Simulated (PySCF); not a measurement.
# How strongly Sn binds etchant and ambient atoms

PBE in PySCF with def2-TZVPP on every atom (core potentials on Sn), for the lowest determinant that a PBE0 search found; no spin–orbit coupling. D0 is De less the harmonic zero-point energy.

```csv
X,state of SnX,D0(SnX) (eV),D0(X₂) (eV)
Cl,doublet (π ↑),4.09,2.81
Br,doublet (π ↑),3.70,2.47
O,singlet (closed shell),6.12,6.15
```

Q: Give the energy of Sn + X₂ → SnX + X at 0 K for each X.

A: Cl: 2.81 − 4.09 = -1.28 eV; Br: 2.47 − 3.70 = -1.23 eV; O: 6.15 − 6.12 = +0.03 eV (PBE/def2-TZVPP; negative means exothermic).

Q: Does an atom of Cl displace O from SnO?

A: SnO + Cl → SnCl + O has ΔE = 6.12 − 4.09 = +2.03 eV at PBE/def2-TZVPP, so it is uphill.

Gas-phase diatomics only hint at surface chemistry, where an atom holds several bonds.

These are scalar-relativistic numbers at best; spin–orbit coupling would shift them, the dissociation energy most. States were picked by a PBE0 search and need not be the measured ground states.
